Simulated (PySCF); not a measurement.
Dissociation curve of SMILES [BeH2] (H₂Be). The Be1–H3 bond (Be1 also carries H; H3 carries nothing else) is pulled apart rigidly from the PBE0/def2-TZVP optimised geometry. Each curve is given relative to its own lowest point near equilibrium.

```tsv
R / Å	A	B	C
1.01	50.6	48.0	48.1
1.07	30.5	28.6	28.7
1.14	14.8	13.6	13.7
1.19	7.6	6.9	6.9
1.27	1.3	1.1	1.1
1.31	0.2	0.1	0.1
1.34	0.0	0.0	0.0
1.39	0.8	0.9	0.9
1.41	1.5	1.6	1.6
1.48	5.1	5.2	5.2
1.55	10.4	10.3	10.4
1.64	18.7	18.4	18.5
1.81	37.5	36.5	36.7
2.02	62.9	60.8	61.0
2.18	82.5	79.1	79.5
2.43	111.9	106.1	106.9
2.66	137.1	128.7	129.7
2.92	163.0	151.2	152.4
3.27	193.4	176.6	178.2
3.65	221.2	198.4	200.8
4.03	244.1	215.4	218.7
4.70	273.8	235.6	240.7
```

Energies in mEh.

Problem. Assign the columns to these levels of theory: PySCF with RHF/6-31G; PySCF 2.14.0 with restricted CAM-B3LYP/6-31G; PySCF with restricted M06-2X/6-31G.

Solution. A is RHF; B is RKS-M06-2X; C is RKS-CAM-B3LYP.

At the longest distance RKS-M06-2X, RKS-CAM-B3LYP leaves fractional charges on the fragments, a sign of delocalisation error or of the restricted form. The restricted form behind RKS-M06-2X, RHF, RKS-CAM-B3LYP keeps the bonding electrons paired and can't separate into open-shell fragments.
